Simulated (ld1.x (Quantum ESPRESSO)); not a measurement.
## Scattering properties, TM potential for Sn

- Element: Sn
- Generator: ld1.x (Quantum ESPRESSO) 7.5
- Type: norm-conserving Troullier–Martins (Kleinman–Bylander form)
- Functional: PBE
- Relativity: fully relativistic
- Frozen core: [Kr]
- Valence charge: 14
- Reference configuration: 4d10 5s2 5p0 (charge +2)
- Partial waves: 5s (bound): rc 1.85 bohr; 5p (bound, empty): rc 1.75 bohr; 4d (bound): rc 1.55 bohr
- Local potential: all-electron potential smoothed inside 1.45 bohr (lloc = -1)
- Core correction: Bessel-smoothed model core, default radius (core density twice the valence density)

Open shells are filled in proportion to 2j + 1 (rel_dist='average').

The phase is arctan(r·u′/u) with u = r·R(r), unwrapped; energies in Ry, scanned from -5 to 5 Ry. A pole is an energy at which the radial function vanishes at the test radius. The pseudo phase is shifted by a multiple of π to meet the all-electron one at the reference energy, and phase errors are pseudo minus all-electron; the curves can meet again beyond the range given. Levels narrower than the energy grid can be missing from the lists of poles. Where the grid stepped over a known ghost or core level, its pole and its step of π were put in at the level’s energy.

| channel | radius (bohr) | reference energy (Ry) | poles, all-electron | poles, pseudo | unbroken range about the reference energy with phases within 0.05 rad | phase error 1 Ry above the reference energy (rad) |
| --- | --- | --- | --- | --- | --- | --- |
| s | 2.00 | -1.92 | 2.49 | 1.98 | below 3.0 | -0.007 |
| p1/2 | 2.00 | -1.34 | 4.13 | -1.08 | below -1.2 | -2.955 |
| p3/2 | 2.00 | -1.29 | 4.56 | -1.38 | -1.4 to -0.9 | +0.161 |
| d3/2 | 2.00 | -3.22 | -2.83 | -2.83 | below 1.4 | +0.001 |
| d5/2 | 2.00 | -3.14 | -2.73 | -2.73 | below 1.5 | +0.001 |

Note: ghost states, extra bound levels that the all-electron valence spectrum of the same l lacks: s at -113.7 eV, p3/2 at -18.8 eV, p1/2 at -14.7 eV. A true bound ghost makes a file unfit for plane-wave use.

Phases in the p3/2 channel:

```csv
E (Ry),all-electron,pseudo
-5.00,1.304,4.413
-4.74,1.292,4.401
-4.48,1.277,4.387
-4.22,1.262,4.371
-3.96,1.244,4.353
-3.70,1.225,4.333
-3.44,1.202,4.309
-3.18,1.176,4.282
-2.92,1.144,4.250
-2.66,1.107,4.212
-2.40,1.061,4.166
-2.14,1.003,4.109
-1.88,0.929,4.037
-1.62,0.831,3.944
-1.36,0.699,0.724
-1.10,0.518,0.533
-0.84,0.275,0.332
-0.58,-0.026,0.086
-0.32,-0.343,-0.185
-0.06,-0.621,-0.446
0.20,-0.835,-0.667
0.46,-0.993,-0.842
0.72,-1.108,-0.976
0.98,-1.195,-1.079
1.24,-1.262,-1.159
1.50,-1.314,-1.222
1.76,-1.357,-1.274
2.02,-1.392,-1.316
2.28,-1.422,-1.351
2.54,-1.447,-1.381
2.80,-1.469,-1.407
3.06,-1.488,-1.430
3.32,-1.506,-1.450
3.58,-1.522,-1.468
3.84,-1.536,-1.484
4.10,-1.549,-1.498
4.36,-1.562,-1.512
4.62,-1.573,-1.525
4.88,-1.585,-1.536
```
